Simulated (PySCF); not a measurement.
## Telling isomers of C$_{5}$H$_{8}$N$_{2}$ apart by NMR

[PySCF: shieldings: GIAO PBE0/pcSseg-1; coordinates at the GFN2-xTB level; couplings computed with B3LYP/pcJ-1 (spin–dipole term left out of most H,H and C,H couplings); non-relativistic Hamiltonian; isolated molecule; averaged over atoms made equivalent by symmetry, fast rotation or ring inversion; a single conformation]

References, each an isolated molecule treated in the same way: TMS for 1H and 13C. Multiplet labels drop J under 1 Hz and among equivalent protons, and merge close values. Unscaled 3J(H,H) run several per cent high. Where no couplings were computed, multiplicities follow the n + 1 count of equivalent neighbours, and m marks all less simple cases (inequivalent or close neighbours, rings, F or P nearby). Vicinal couplings that depend on rotamer populations or ring flexing (ring, CH–CH, X–H and H–F types) are those of the one conformer. Shifts are as computed. Against solution values, carbons near 30 ppm lie about +3 ppm off and those near 130 ppm about +5 ppm. Of 1211 compounds with measured shifts, 218 miss one by over three times the rms of a fit or turn the order of signals round; such compounds aren't used in these exercises.

(1) Tabulate the signals of `C=CN1CCC=N1`, `Cc1cn(C)cn1` and their relative energies.

(2) What is the quickest way to tell C=CN1CCC=N1 from Cc1cn(C)cn1?

## Answers

(1) 
```tsv
SMILES	carbon types	δC	δH	E rel. (kcal/mol)
C=CN1CCC=N1	2×CH 3×CH2	141.5, 135.9, 81.9, 45.0, 35.9	7.20 (dd, 1H), 6.22 (t, 1H), 3.93 (dd, 1H), 3.55 (dd, 1H), 3.49 (m, 2H), 2.91 (m, 2H)	39.1
Cc1cn(C)cn1	1×C 2×CH 2×CH3	146.5, 139.6, 119.6, 33.6, 16.6	7.00 (m, 1H), 6.63 (m, 1H), 3.69 (s, 3H), 2.38 (s, 3H)	0.0
```

Energies are electronic energies at PBE0/pcSseg-1 on these geometries, without zero-point or thermal terms, each for the one conformer computed, which needn't be the lowest.

(2) Both give the same number of carbon signals, but DEPT or the intensities differ. The first has a β carbon of an enol-ether or enamine type C=C (CH2) at 81.9 ppm, the second a substituted aromatic carbon next to a ring nitrogen (C) at 146.5 ppm. Their most deshielded carbons lie at 141.5 and 146.5 ppm.
